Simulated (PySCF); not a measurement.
Species: BeF₄ (charge -2).
Cartesian coordinates in Å at the PBE0-D3(BJ)/def2-SVP level; atoms count from 1:
```xyz
5
BeF4 angstrom
F     -0.978   -0.238    1.222
Be     0.002    0.001   -0.003
F     -0.644    1.065   -0.988
F      0.231   -1.370   -0.769
F      1.398    0.546    0.522
```

Computed with PBE0-D3(BJ)/def2-SVP geometry optimisation, gas phase in PySCF 2.14.0.

Which atoms are bound to Be2, and at what distances?

4 atoms: F4 1.587 Å, F1 1.587 Å, F3 1.587 Å, F5 1.588 Å.

List the angles at Be2.

```csv
angle,degrees,distance of the outer atoms (Å)
F1–Be2–F5,109.8,2.60
F3–Be2–F4,109.8,2.60
F3–Be2–F5,109.4,2.59
F1–Be2–F4,109.4,2.59
F4–Be2–F5,109.2,2.59
F1–Be2–F3,109.2,2.59
```

What is the shape at Be2?

Tetrahedral: angles from 109.2° to 109.8°; τ4 = (360° − α − β)/141° = 1.00 with α and β the two widest (0 for a square, 1 for a tetrahedron).

What are the rotational constants (commonest isotopes, rigid rotor)?

A = 3972, B = 3962, C = 3942 MHz: a spherical top.

Point group: Td (tolerance 0.08 Å). Charge -2, singlet. Whether so highly charged an anion holds all its electrons in the gas phase wasn't checked; a finite basis holds them in any case. No counter-ion or solvent screens the charge of this multiply charged ion. The geometry's basis has no diffuse functions, a weakness for an anion. PBE0-D3(BJ)/def2-SVP frequencies: not computed here.
